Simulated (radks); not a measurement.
The numbers below are computed, except where a source is named.
La7+, 50 electrons, occupied as [Kr] 4d10 5s2 5p2 (the NIST ground configuration). Level of theory: Dirac Kohn-Sham, relativistic LDA (MacDonald-Vosko exchange, VWN5 correlation), spin-unpolarised, spherical densities, finite nucleus; open shells fill j = l - 1/2 first; Fermi nuclear charge, rms radius 4.855 fm (a radial shooting solver on a logarithmic mesh with Libxc functionals).

Spin-orbit splittings of the eigenvalues, e(l+1/2) - e(l-1/2), with zeta = 2 splitting/(2l+1) and mean radii in bohr:

shell  occ.  splitting (eV)  zeta (eV)  <r> j=l-1/2  <r> j=l+1/2
2p        6           409.0      272.6      0.09013      0.09620
3p        6           79.77      53.18       0.2753       0.2873
3d       10           17.16      6.865       0.2580       0.2617
4p        6           17.25      11.50       0.6731       0.6998
4d       10           3.040      1.216       0.7547       0.7639
5p        2           3.508      2.339        1.551        1.601
